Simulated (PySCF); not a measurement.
**Mayer bond orders and bond lengths**

Species: C7H8F3N.
Atom-mapped SMILES: `[CH3:1][C@H:2]([C:3]#[N:4])[C@@H:5]([CH3:6])[C:7]([F:8])=[C:9]([F:10])[F:11]` (hydrogens: H12, H13, H14 on C1; H15 on C2; H16 on C5; H17, H18, H19 on C6)

Structure used (GFN2-xTB), in Å, numbered top down from 1:
```
atom  x, y, z in Å
C1    -1.6456    1.1915    0.2779
C2    -1.1118   -0.1732   -0.1707
C3    -1.9649   -1.2119    0.3623
N4    -2.6477   -2.0174    0.7986
C5     0.3415   -0.4183    0.2999
C6     0.8587   -1.7719   -0.1980
C7     1.2289    0.6750   -0.2172
F8     1.2361    0.8363   -1.5555
C9     1.9985    1.4636    0.5211
F10    2.0532    1.3824    1.8462
F11    2.7997    2.4189    0.0753
H12   -1.5552    1.3011    1.3569
H13   -2.6947    1.2902    0.0082
H14   -1.0887    1.9912   -0.2050
H15   -1.1456   -0.2388   -1.2653
H16    0.3723   -0.3926    1.3934
H17    1.8598   -1.9578    0.1838
H18    0.8918   -1.7892   -1.2855
H19    0.2038   -2.5698    0.1433
```

Bond orders from the PBE0/pcSseg-1 density (PySCF). Geometry: GFN2-xTB, one conformer, isolated molecule.

Task: Where do the orders between heavy atoms depart from those drawn in the SMILES?

Result: The largest departure is 0.257, at C7–C9 (drawn double, 1.743).

Task: Give the Mayer order of every bond, beside its length.

Result: 
```csv
bond,drawn as,length (Å),Mayer order
C1–C2,single,1.533,1.023
C2–C3,single,1.446,0.991
C3–N4,triple,1.143,3.061
C2–C5,single,1.547,0.933
C5–C6,single,1.532,1.015
C5–C7,single,1.500,0.962
C7–F8,single,1.348,0.926
C7–C9,double,1.326,1.743
C9–F10,single,1.329,1.014
C9–F11,single,1.324,1.012
C1–H12,single,1.088,0.959
C1–H13,single,1.088,0.960
C1–H14,single,1.088,0.954
C2–H15,single,1.097,0.911
C5–H16,single,1.094,0.939
C6–H17,single,1.087,0.962
C6–H18,single,1.088,0.960
C6–H19,single,1.087,0.953
```

By pair of heavy elements: C–C: lowest C2–C5 (0.933, 1.547 Å), highest C7–C9 (1.743, 1.326 Å); in 4 of the 15 pairs the longer bond (by over 0.003 Å) has the higher order (by 0.02 or more). C–F: lowest C7–F8 (0.926, 1.348 Å), highest C9–F10 and C9–F11 (1.014, 1.329 Å). Bonds named together lie within 0.004.

Task: Sum the orders of all bonds at each heavy atom with more than one neighbour and set the sums beside the valence in the SMILES.

Result: C1 3.896 (drawn 4), C2 3.858 (drawn 4), C3 4.052 (drawn 4), C5 3.849 (drawn 4), C6 3.890 (drawn 4), C7 3.631 (drawn 4), C9 3.769 (drawn 4). Orders between atoms that aren't bonded are not in these sums.

The Mayer order sums products of elements of PS (density times overlap matrix) between the two atoms' basis functions, so it depends on the basis set.
